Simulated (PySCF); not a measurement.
## Two-component Hartree-Fock for Cr (chromium, neutral)

Start: [Ar] 3d4 4s2; 3d5/2 filled at m_j = -1/2, +1/2, +3/2, +5/2. Calculated with PySCF 2.14 in x2c-TZVPall-2c: generalised Hartree-Fock with the X2C-1e Hamiltonian and a Gaussian nucleus; one run each with spin-orbit coupling (SO) switched off, then screened by Boettger's factors. This is a chosen level, not necessarily the ground level.

```csv
spinor shell,electrons,"ε, spin-free (eV)","ε, screened SO (eV)",weight of nominal j (screened SO),"rms radius, screened SO (bohr)"
1s1/2,2,-6047.2,-6047.2,1.000,0.0734
2s1/2,2,-728.82,-728.82,1.000,0.316
2p1/2,2,-609.99,-615.93,0.986,0.285
2p3/2,4,-609.99,-607.09,0.993,0.288
3s1/2,2,-96.667,-96.672,1.000,0.963
3p3/2,4,-61.412,-61.687,0.832,1.05
3p1/2,2,-61.412,-60.893,0.664,1.04
3d5/2,4,-15.233,-15.227,0.692,1.40
4s1/2,2,-6.631,-6.631,0.999,3.74
```

| quantity | spin-free | screened SO |
| --- | --- | --- |
| E (hartree) | -1049.60232 | -1049.61281 |
| M_J | 4 | 4 |
| ⟨J²⟩ | 20.026 | 20.026 |
| ⟨L²⟩ | 6.010 | 6.013 |
| ⟨S²⟩ | 6.016 | 6.015 |

Each row is a mean over spinors that exchange with the open shell spreads, by up to 12.517 eV (3p3/2).

Rows whose weight is well below 1 are mixtures of j = l ± 1/2: exchange outweighs spin-orbit coupling there, and the label is only the starting occupation.

Without spin-orbit coupling the j labels of p, d and f shells carry no meaning; the spin-free column gives the mean over the occupied spinors of each nl shell.
